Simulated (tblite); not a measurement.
Species: C₄H₅N₂O₃ (doublet state).
Cartesian coordinates in Å at the GFN2-xTB level; atoms count from 1:
```
atom  x, y, z in Å
C1    -2.6229    0.2394   -0.3771
O2    -1.9957   -0.9484    0.0845
C3    -0.6927   -0.8916    0.2082
N4     0.0264   -1.9146    0.6270
O5     1.3009   -1.4605    0.6225
C6     1.2757   -0.2000    0.2047
C7     2.5131    0.6329    0.0764
O8     3.6626    0.0974    0.3609
N9     0.0637    0.2075   -0.0673
H10   -3.6908    0.0364   -0.3520
H11   -2.3044    0.4723   -1.3956
H12   -2.3786    1.0830    0.2715
H13    2.5047    1.0756   -0.9549
H14    2.3373    1.5701    0.6691
```

The geometry is computed with GFN2-xTB (gas phase). This method treats the open shell by occupation alone, without spin polarisation.

Take the most abundant isotopes and a rigid rotor. The values belong to one conformer with, in the numbering `[CH3:1][O:2][c:3]1[n:4][o:5][c:6]([CH2:7][O:8])[n:9]1`, C1–O2–C3–N4 180°, O5–C6–C7–O8 1°.

**Question.** Give the principal moments of inertia and the rotational constants in MHz.

**Answer.** Ia = 101.49, Ib = 516.78, Ic = 612.15 u·Å²; 505379 MHz·u·Å²/I gives A = 4979, B = 977.9, C = 825.6 MHz.

**Question.** What kind of rotor is it?

**Answer.** A near-prolate asymmetric top: κ = (2 × 977.9 − 4979 − 825.6)/(4979 − 825.6) = -0.93.

**Question.** Is it planar, by Δ = Ic − Ia − Ib?

**Answer.** Not planar: Δ = Ic − Ia − Ib = -6.12 u·Å². For a rigid frame Δ = −2 Σ m c², so Σ m c² = 3.06 u·Å² lies off the ab plane, practically all of it from hydrogen. The atom farthest from that plane is 0.93 Å away.

For this open shell read J as N, the rotation without spin; fine and hyperfine splittings come on top. Its GFN2-xTB frequencies are all real (lowest 36 cm⁻¹). No vibrational averaging or centrifugal distortion is included, and the geometry carries the error of its method.
